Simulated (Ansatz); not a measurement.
Consider the formal exchange of groups at a C–N bond: `O=C[NH][SbH2]` + `C[SiH](O)Cl` → `O=CC[SiH](O)Cl` + `[NH2][SbH2]`.

Isolated molecules relaxed with PBE0-D4/def2-TZVP in Ansatz; ΔE leaves out vibrations. CCSD(T)/CBS is the MP2 limit (def2-TZVPP, def2-QZVPP) plus CCSD(T) − MP2 in def2-TZVPP, frozen cores. Elements past krypton have def2 core potentials. For Sb outer-core shells are correlated without core-valence functions, which leaves a few kJ/mol of doubt a bond. One conformer a species, not always the lowest.

```tsv
species	CCSD(T)/CBS(def2) energy (Eh)
`O=C[NH][SbH2]`	-410.33905
`C[SiH](O)Cl`	-865.21254
`O=CC[SiH](O)Cl`	-978.42035
`[NH2][SbH2]`	-297.10356
```

Task: Work out ΔE.

Result: ΔE = (-978.42035) + (-297.10356) − (-410.33905) − (-865.21254) = 0.02768 Eh = +17.4 kcal/mol.

Largest T1 diagnostic among the species: 0.017.

From PBE to PBE0 (25 % exact exchange), in def2-TZVPP and without D4, ΔE moves by −0.9 kcal/mol.
